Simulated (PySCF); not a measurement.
F₂H₄SSi₂.
SMILES with atom numbers: `[F:1][SiH2:2][S:3][SiH2:4][F:5]` (hydrogens: H6, H7 on Si2; H8, H9 on Si4)

The same species was optimised twice, with GFN2-xTB and with PBE0-D3(BJ)/def2-SVP (PySCF), and the same property calculations (PySCF, gas phase) were run on both structures.

| coordinate | GFN2-xTB | PBE0-D3(BJ)/def2-SVP | change |
| --- | --- | --- | --- |
| S3–Si4 (Å) | 2.141 | 2.135 | -0.006 |
| Si2–S3 (Å) | 2.141 | 2.136 | -0.005 |
| Si2–S3–Si4 (°) | 102.7 | 98.3 | -4.4 |
| F1–Si2–S3–Si4 (°) | -59 | -81 | -22 |
| Si2–S3–Si4–F5 (°) | -59 | -82 | -23 |

Rotational constants: A = 3729, B = 1492, C = 1302 MHz (GFN2-xTB) against A = 4233, B = 1299, C = 1213 MHz (PBE0-D3(BJ)/def2-SVP). Point groups within 0.08 Å: C2 and C2. End groups have turned between the structures, so F1, F5, H6, H7, H8, H9 are left out of the comparison, and properties of the atoms beside them can have changed by that turn, not by bond lengths.

On the GFN2-xTB structure: lowest singlet, TDDFT (eV) 6.24 [CAM-B3LYP/def2-SVPD]; lowest triplet, Tamm–Dancoff (eV) 5.86 [CAM-B3LYP/def2-SVPD]; isotropic polarisability (au) 70.3 [CAM-B3LYP/def2-SVPD]; HOMO (eV) -9.40 [CAM-B3LYP/def2-SVPD]; LUMO (eV) 0.16 [CAM-B3LYP/def2-SVPD]; dipole (D) 0.55 [CAM-B3LYP/def2-SVPD].

Q: What do these properties become on the PBE0-D3(BJ)/def2-SVP structure?

A: 
```csv
property,level,on GFN2-xTB,on PBE0-D3(BJ)/def2-SVP,change
"lowest singlet, TDDFT (eV)",CAM-B3LYP/def2-SVPD,6.24,6.78,+0.54
"lowest triplet, Tamm–Dancoff (eV)",CAM-B3LYP/def2-SVPD,5.86,6.30,+0.44
isotropic polarisability (au),CAM-B3LYP/def2-SVPD,70.3,71.6,+1.3
HOMO (eV),CAM-B3LYP/def2-SVPD,-9.40,-9.68,-0.28
LUMO (eV),CAM-B3LYP/def2-SVPD,0.16,0.39,+0.23
dipole (D),CAM-B3LYP/def2-SVPD,0.55,0.04,-0.51
"energy, GFN2-xTB geometry as zero (kcal/mol)",CAM-B3LYP/def2-SVPD,0.0,-2.6,-2.6
```

The heavy atoms differ by 0.301 Å rms after alignment. Among the bonds compared Si2–S3 and S3–Si4 change most and about equally (-0.006 to -0.005 Å). Changes are differences of the printed values. Neither structure is proved a minimum here.

Shape of the structure used: `[F:1][SiH2:2][S:3][SiH2:4][F:5]`: F1–Si2–S3–Si4 -81°, Si2–S3–Si4–F5 -82°.
